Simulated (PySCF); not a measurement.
C$_{2}$H$_{6}$AuClS, singlet, geometry from GFN2-xTB (such geometries of metal compounds can be far from the true shape) (core potentials on Au). Base run: PySCF with DF-R2SCAN/def2-SVP.

Here is a job for PySCF.
```python
from pyscf import gto, scf, dft

mol = gto.M(
    atom='''
Au    0.30476723   -0.29058866   -0.00028544
Cl    2.38811518   -1.05151819    0.36297581
C    -1.56665316    2.07998053   -1.32026965
S    -1.86517650    0.56366068   -0.36026115
C    -2.29171734    1.31702382    1.23988425
H    -0.81144257    2.68884717   -0.83391350
H    -2.50458318    2.62116853   -1.40614405
H    -1.22402796    1.77452577   -2.30342799
H    -1.49240385    1.97229823    1.57051595
H    -2.42836961    0.50724411    1.94902311
H    -3.22069459    1.86763247    1.12239821
''',
    basis='def2-svp',
    ecp={'Au': 'def2-svp'},
    verbose=5,
)

mf = dft.RKS(mol)
mf.xc = 'r2scan'
mf = mf.density_fit(auxbasis='def2-universal-jkfit')
mf.kernel()
mf.analyze()
```

The base run was repeated with changes; each row names its change, and settings that it needs were set with it.

| change | E (Eh) | HOMO (eV) | HOMO-LUMO gap (eV) | dipole (D) | core-seconds (rough) | outcome |
|---|---|---|---|---|---|---|
| base | -1073.64161 | -5.83 | 4.84 | 8.15 | 30 | converged |
| functional = bhandhlyp | -1073.48547 | -7.94 | 8.46 | 8.48 | 20 | converged |
| functional = b97m_v | - | - | - | - | - | cut at the time limit |
| functional = wb97m_v | - | - | - | - | - | cut at the time limit |
| functional = pbe0; dispersion = d3zero | -1073.29788 | -6.83 | 6.49 | 8.24 | 20 | converged |
| functional = lda,vwn | -1069.89112 | -5.71 | 4.25 | 7.74 | 10 | converged |
| functional = wb97x_v | - | - | - | - | - | cut at the time limit |
| functional = pbe | -1073.25033 | -5.55 | 4.35 | 7.76 | 20 | converged |
| functional = m06l | -1073.75948 | -5.67 | 4.77 | 8.23 | 30 | converged |
| functional = mn12l | -1072.31396 | -6.04 | 5.07 | 8.27 | 30 | converged |
| functional = b3lyp | -1073.76520 | -6.54 | 6.00 | 8.02 | 20 | converged |
| functional = x3lyp | -1073.56274 | -6.58 | 6.12 | 8.03 | 20 | converged |

Absolute energies of different levels of theory aren't comparable as measures of quality.
